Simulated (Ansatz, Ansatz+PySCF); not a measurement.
```json
{"atom": "N", "x (Å)": "0.0000", "y (Å)": "0.0000", "z (Å)": "-0.9139"}
{"atom": "O", "x (Å)": "0.0000", "y (Å)": "0.0000", "z (Å)": "0.7997"}
```

Basis set: cc-pVDZ (spherical functions). Left uncorrelated: 2 orbitals. Charge 0, multiplicity 2.

Computed with Ansatz (development build ahead of 0.2.0); each method stands on the lowest determinant of its kind that the runs found. Restricted functionals stand beside restricted open-shell atoms, which can lie above the unrestricted atoms usual in DFT and then raise those values.

The atomization energy at this shape (free ground-state atoms in the same class of orbitals less the molecule, no zero-point energy) of doublet NO:

| method | atomization energy |
| --- | --- |
| r²SCAN (unrestricted) | 193.2 kJ/mol |
| r²SCAN (restricted open-shell) | 122.9 kJ/mol |
| ωB97X (restricted open-shell) | 48.7 kJ/mol |
| PBE (unrestricted) | 270.6 kJ/mol |
| PBE (restricted open-shell) | 250.8 kJ/mol |
| PBE0 (unrestricted) | 168.6 kJ/mol |
| PBE0 (restricted open-shell) | 63.9 kJ/mol |
| UHF-CCSDT(Q) | 154.2 kJ/mol |
| UHF-CCSD(T) | 128.0 kJ/mol |
| UHF-MP2 | 39.3 kJ/mol |
| UHF | -44.7 kJ/mol |

Question: What does ωB97X (unrestricted) give?

Answer: 162.2 kJ/mol. Caution for ωB97X (unrestricted), PBE0 (unrestricted), UHF-CCSDT(Q), UHF-CCSD(T), UHF-MP2, UHF: the unrestricted determinant is a mixture of spin states. Caution for r²SCAN (unrestricted), PBE (unrestricted): the unrestricted determinant is spin contaminated. Caution for r²SCAN (restricted open-shell), ωB97X (restricted open-shell), PBE0 (restricted open-shell): an unrestricted determinant lies well below. Caution for UHF-CCSDT(Q), UHF-MP2: a plain start can end on a higher determinant. Caution for UHF-CCSDT(Q), UHF-CCSD(T), UHF-MP2: bonds are stretched, where a single reference can fail. Caution for UHF-CCSD(T): another reference gives a lower total; the program doubts this total. Caution for UHF-CCSD(T), UHF: the determinant may break the point group. Caution for UHF-MP2: forces differ strongly between restricted and unrestricted references.
